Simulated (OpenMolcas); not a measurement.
**Re²⁺: effect of the IPEA shift**

| Quantity | Value |
| --- | --- |
| Program | OpenMolcas 26.06 |
| Basis | ANO-RCC-VTZP [8s7p5d3f2g1h] |
| Scalar Hamiltonian | DKH2, point nucleus |
| Active space | 5 electrons in 6 orbitals (5d 6s) |
| State averaging | 2S+1 = 6 even, 6 roots; 2S+1 = 4 even, 84 roots kept (CI in the orbitals of an earlier block, 64 in the spin-orbit step); 2S+1 = 2 even, 184 roots kept (CI in the orbitals of an earlier block, 129 in the spin-orbit step) |
| Spin-orbit coupling | state interaction with AMFI integrals over the reference wave functions, term energies averaged over their components |

Methods on the same reference wave functions:
A. CASSCF
B. MS-CASPT2, IPEA 0 Eh, imaginary shift 0.1 Eh (closed shells correlated: 5s 5p)
C. MS-CASPT2, IPEA 0.25 Eh, imaginary shift 0.1 Eh (closed shells correlated: 5s 5p)

Energies in cm-1 above 5d5 6S 5/2, the measured ground level; measured values from the list in Brasseur, Gamrath and Quinet, At. Data Nucl. Data Tables 157, 101636 (2024).

| Level | A | B | C | Measured |
| --- | --- | --- | --- | --- |
| 5d5 6S 5/2 | 0.0 | 0.0 | 0.0 | 0.0 |
| 5d4 6s 6D 1/2 [62 %] | 15687 | 14730 | 14780 | 14396 |
| 5d4 6s 6D 5/2 | 19789 | 19580 | 19380 | 19719 |
| 5d4 6s 6D 7/2 [58 %] | 21757 | 21280 | 21230 | 22106 |
| 5d5 4G 7/2 [61 %] | 22065 | 18210 | 18460 | 16890 |
| 5d5 4G 11/2 | 22888 | 19490 | 19650 | 18020 |
| 5d5 4G 9/2 | 23257 | 19850 | 20030 | 18346 |
| 5d4 6s 6D 9/2 | 23904 | 23370 | 23290 | 23471 |
| 5d5 4D 1/2 [60 %] | 27086 | 23210 | 23570 |  |
| 5d5 2I 11/2 [74 %] | 33253 | 28750 | 29070 | 26170 |
| 5d5 2I 13/2 | 35706 | 31380 | 31640 | 28588 |
| 5d5 4F 5/2 [63 %] | 37438 | 31890 | 32580 | 30302 |
| 5d4 6s 4H 9/2 [60 %] | 39764 | 35880 | 36590 | 35140 |
| 5d4 6s 4H 11/2 [72 %] | 41443 | 38050 | 38610 | 38168 |
| 5d4 6s 4H 13/2 | 43163 | 39960 | 40460 | 39300 |
| 5d5 2S 1/2 [55 %] | 45028 | 38640 | 39710 |  |
| 5d5 2H 11/2 [61 %] | 45442 | 40210 | 40770 |  |
| 5d4 6s 4P 5/2 [55 %] | 48461 | 43470 | 44400 |  |
| 5d4 6s 4G 11/2 [58 %] | 50808 | 46210 | 46900 |  |
| 5d5 2D 3/2(2) [72 %] | 51740 | 44210 | 45490 |  |

Deviations, from unrounded energies. A percentage is the sum of absolute deviations over the sum of measured energies, with the sign that they share, or ± where signs differ.

```
                        Against measurement  Levels      A     B     C
             mean absolute deviation (cm-1)      13   3900  1100  1400
other terms of the ground configuration (%)       6  +26.2  +8.1  +9.5
                   other configurations (%)       7   ±7.2  ±1.5  ±2.5
```

B lies closest to measurement on these levels and A furthest from it. The largest miss of B in the table is 5d5 2I 13/2, by +2800 cm-1. The ranking rests on the paired levels alone, and a cruder setting can come out closer through cancelling errors.

Between B and C the level of the table that moves most is 5d5 2D 3/2(2) [72 %], by 1300 cm-1 (lowest in B, highest in C). Moves below CASPT2's spread within the term are not significant.

The mean deviations of B to C differ by less than CASPT2's widest spread within a term (400 cm-1), so their order carries little weight.

From A to B the spin-free energies of the other terms of 5d5 shown, above 6S, scale by factors of 0.82 to 0.86, as is usual when dynamic correlation screens the repulsion within a d or f shell.

The lowest spin-free term lies below A's lowest term by 0.323 hartree in B, 0.312 hartree in C.

CASPT2 does not keep the components of a term degenerate, so their means are used; among the terms shown or strongly mixed into the levels shown the widest spread is 400 cm-1 (5d4 6s 4H, C). Some high roots are left out of the spin-orbit mixing, which shifts the levels that they would mix with. Some levels mix across a computed gap that differs much from the measured one, so their mixing is not that of the real levels. Terms from blocks run as CI alone lack orbitals of their own. Configurations are named by rounded mean occupations; where the s occupation lies near a half they are strongly mixed, a name can repeat and a true partner stay unpaired. A single d shell beside an s shell can misplace configurations of different d count against each other. Without dynamic correlation excited terms often stand tens of per cent too high (terms of higher spin than the ground term too low), and those without a measured partner can miss by more than the paired ones (holds for A). Blocks of more than 70 roots (2S+1 = 2 even) ran without multistate coupling (holds for B; C). The CASPT2 spread within a term exceeds the gap to the next term for 5d5 4P and 5d4 6s 6D, 5d4 6s 2H and 5d4 6s 2I, so the order of their levels is uncertain, and so are names and mixing where such terms share a J (holds for C). Computed and measured levels are paired by configuration, term and J; levels that our copy of the source lacks, or whose pairing is in doubt (as where it misses far off the trend of its configuration), stay unpaired and out of the deviations. Levels of configurations outside the active space are missing. The table leaves out levels that lie high or whose names do not pair safely across all columns.

A share in square brackets marks a mixed level and gives the weight of the term that names it, the lowest over the columns. A number in round brackets counts repeated terms of one configuration in the order of the reference energies.
